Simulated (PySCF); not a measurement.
Species: C₄H₈NOSi₂ (doublet state).
Cartesian coordinates in Å at the GFN2-xTB level; atoms count from 1:
```xyz
16
C4H8NOSi2 angstrom
O     -3.467   -0.528    2.602
C     -3.638   -0.179    1.438
C     -2.653   -0.013    0.469
C     -1.780    0.186   -0.383
Si    -0.501    0.280   -1.611
N      1.112   -0.133   -1.273
C      1.578   -0.769   -0.053
Si     2.285    0.481    1.215
H     -4.656    0.038    1.047
H     -0.612    0.791   -2.958
H      1.861    0.322   -1.777
H      0.735   -1.305    0.384
H      2.330   -1.520   -0.318
H      2.793   -0.265    2.362
H      1.228    1.425    1.566
H      3.378    1.197    0.543
```

The hyperfine couplings belong to this conformer and change with its torsions.

Identity: `O=CC#C[SiH]NC[SiH3]` [radical].

Theory: PySCF 2.14.0, UKS B3LYP, pcH-1 on C H N O Si, non-relativistic, mean-field spin-orbit, GIAO. Geometry: GFN2-xTB, one conformer, isolated molecule. The geometry wasn't refined by DFT: couplings that depend on bond lengths, twists or pyramidal angles can differ widely from those at the functional's own minimum, by a factor of two or more for some ions and for spin on atoms past the first row. The SCF solution wasn't tested for stability.

(1) Where do the isotropic ENDOR lines of N6, H10, H12/H13, H9, H11 and H14/H15/H16 fall at 346.8 mT, to first order?

(2) Which pairs are centred on the nuclear Larmor frequency, and which on half the coupling?

(3) At what field would the lower line of N6 fall to zero frequency?

Results:

(1) ν± = |νn ± a/2|, one line for each electron-spin manifold; νn = |g_N| × 7.62259 MHz/T × B.

```csv
nuclei,isotope,g_N,νn (MHz),a_iso (MHz),lower line (MHz),upper line (MHz)
N6,14N,0.4038,1.07,10.61,4.24,6.37
H10,1H,5.5857,14.77,-35.76,3.12,32.65
H12/H13,1H,5.5857,14.77,5.45,12.04,17.49
H9,1H,5.5857,14.77,-3.89,12.82,16.71
H11,1H,5.5857,14.77,2.13,13.70,15.83
H14/H15/H16,1H,5.5857,14.77,0.69,14.42,15.11
```

(2) Centred on νn, since |a| < 2νn: H12/H13, H9, H11 and H14/H15/H16. Centred on |a|/2 and split by 2νn: N6 and H10.

(3) Where νn = |a|/2, that is B = 5.31 MHz/(0.4038 × 7.62259 MHz/T) = 1720 mT, as far as first order holds there.

Nuclei that the bonding pattern makes equivalent are averaged, as if the motion that swaps them (rotation, inversion, ring flip) were fast. The 1H value of +5.5 MHz is a mean of couplings from 0.9 to 10.0 MHz in this one geometry, not an average over conformers.
